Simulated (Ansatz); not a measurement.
AlFH$_{5}$NSi (`F[SiH2][NH][AlH2]`), relaxed with RKS PBE0-D4/def2-TZVP in the Gaussian-basis code of Ansatz from a PBE-D4/def2-SVP geometry. The force threshold is 0.005 eV/Å; the program also tests the step.

Charge 0, multiplicity 1.

Start:

```xyz
9

F    -2.306    0.935   -0.539
Si   -0.903    0.246   -1.048
N    -0.093   -0.589    0.243
Al    1.318   -0.051    1.243
H    -1.290   -0.707   -2.140
H    -0.004    1.345   -1.523
H    -0.506   -1.499    0.484
H     1.821   -1.042    2.388
H     1.964    1.362    0.891
```

| step | energy (eV) | largest force (eV/Å) | largest move (Å) |
| --- | --- | --- | --- |
| 1 | -18757.5297 | 0.964 | 0.000 |
| 2 | -18757.5762 | 0.576 | 0.028 |
| 3 | -18757.5904 | 0.049 | 0.026 |
| 4 | -18757.5905 | 0.012 | 0.003 |
| 5 | -18757.5906 | 0.021 | 0.013 |
| 6 | -18757.5906 | 0.003 | 0.003 |

End:

```xyz
9

F    -2.250    0.930   -0.538
Si   -0.890    0.238   -1.029
N    -0.099   -0.586    0.239
Al    1.295   -0.050    1.225
H    -1.289   -0.694   -2.111
H    -0.002    1.320   -1.506
H    -0.497   -1.486    0.476
H     1.807   -1.030    2.355
H     1.926    1.358    0.889
```

Hardware: 2 threads of an Arm Neoverse V2 on a shared host. Wall time 21 s, peak host memory 0.35 GiB.
